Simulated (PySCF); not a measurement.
**C₆ coefficients of unlike pairs at PBE**

Calculated with PySCF 2.14 from the dipole response of each species, C₆(A,B) = (3/π) ∫ α_A(iu) α_B(iu) du, in atomic units, from isotropic polarisabilities. For ions this is the dispersion term alone; charge-induced terms of lower order in 1/R come first.

```
species           configuration                                    basis      relativity  α (bohr³)  C₆ (like pair)
  S(3+)       [Ne] 3s2 3p1 (2P)                aug-cc-pVTZ-DK (6s5p3d2f)   spin-free X2C      5.266           13.88
 In(3+)          [Kr] 4d10 (1S)          aug-cc-pwCVTZ-DK3 (10s9p7d4f1g)   spin-free X2C      3.493           15.37
    As+  [Ar] 3d10 4s2 4p2 (3P)  aug-cc-pVTZ-PP with ECP10MDF (6s5p4d2f)  core potential      17.05           102.6
  N(3+)           [He] 2s2 (1S)               aug-cc-pCVTZ-DK (7s6p4d2f)   spin-free X2C      2.089           2.062
```

Question: Estimate C₆ for As+ with In(3+).

Answer: The integral gives 33.18. The combination rule 2 C_A C_B / (C_A α_B/α_A + C_B α_A/α_B) gives 32.84 and the geometric mean 39.71.

No spin-orbit coupling is included.

The other pairs:

```
         pair     C₆
   As+, S(3+)  37.27
In(3+), S(3+)  13.13
N(3+), In(3+)  5.082
 N(3+), S(3+)  5.346
   N(3+), As+  14.39
```
